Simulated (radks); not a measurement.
Task: Excited configurations of S10+: one electron is placed in a higher orbital outside [He] 2s2 2p1. The ground configuration is [He] 2s2 2p2. Method: scalar-relativistic Kohn-Sham, PBE, spin-polarised, spherical densities, point nucleus; open shells are filled with parallel spins first; computed with a radial shooting solver on a logarithmic mesh with Libxc functionals. Excitation = E - E(ground); binding = E(ion) - E, where the ion is the core of charge +11; n* = 11/sqrt(2 binding) in atomic units. These energies are relativistic, and a one-electron ion of charge +11 with no core already has n* below n in this formula (scalar-relativistic equation, point nucleus: 3p 2.999, 3d 3.000, 4f 4.000, 5s 4.997, 5p 4.998, 6p 5.998, 6f 5.999, 7p 6.998). The quantum defect is therefore taken as that value minus n*, so that it holds no relativistic shift of the bare ion.

| outer orbital | excitation (eV) | binding (eV) | n* | quantum defect | eigenvalue (eV) | <r> (bohr) |
|---|---|---|---|---|---|---|
| 3p | 300.02 | 206.10 | 2.826 | 0.172 | -196.40 | 1.012 |
| 3d | 313.81 | 192.30 | 2.926 | 0.074 | -180.65 | 0.8937 |
| 4f | 402.19 | 103.92 | 3.980 | 0.020 | -98.258 | 1.615 |
| 5s | 432.09 | 74.024 | 4.716 | 0.281 | -71.271 | 3.060 |
| 5p | 434.51 | 71.608 | 4.795 | 0.204 | -68.860 | 3.075 |
| 6p | 456.81 | 49.307 | 5.778 | 0.220 | -47.519 | 4.506 |
| 6f | 459.11 | 47.008 | 5.918 | 0.082 | -45.039 | 4.272 |

Estimate the row for 7p.

Result: excitation (eV) 470.09; binding (eV) 36.018; n* 6.761; quantum defect 0.238; eigenvalue (eV) -34.764; <r> (bohr) 6.206. The Delta-SCF ionisation energy is 506.11 eV (NIST Atomic Spectra Database: 504.6 eV, semi-empirical). Self-interaction in the functional shifts the binding energies and quantum defects, so they are the method's values and not measured ones. Open shells are spherical and high-spin; term and fine-structure splittings are not resolved.
